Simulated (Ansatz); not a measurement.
Correlation energies of `[F][SnH2][O]CC(F)(F)F` by basis set

Cartesian coordinates in Å:
```
F -0.4468 2.4693 -2.4821
Sn 0.5680 1.3276 -1.3282
O -0.8148 0.0487 -0.7591
C -0.9511 -0.3392 0.5635
C 0.1629 -1.2743 0.9901
F 0.0743 -1.5729 2.2871
F 1.3694 -0.6881 0.7931
F 0.1729 -2.4128 0.3021
H 1.6813 0.5474 -2.3334
H 1.0262 2.2776 0.0015
H -0.9475 0.4976 1.2772
H -1.8945 -0.8810 0.6881
```

Charge 0, multiplicity 1. Correlated methods freeze the filled d shell of Sn. Sn: def2 effective core potential. The structure was optimised at the PBE0-D4/def2-TZVP level. It is one conformer, not always the lowest. Frozen core, restricted reference, the Gaussian-basis code of Ansatz.

```csv
basis,HF (Eh),MP2 corr.,CCSD corr.,(T),CCSD(T) total
def2-SVP,-763.61864,-1.24510,-1.28157,-0.02709,-764.92730
def2-TZVPP,-764.31848,-1.62664,-1.64549,-0.05494,-766.01891
def2-QZVPP,-764.34626,-1.77249,–,–,–
```
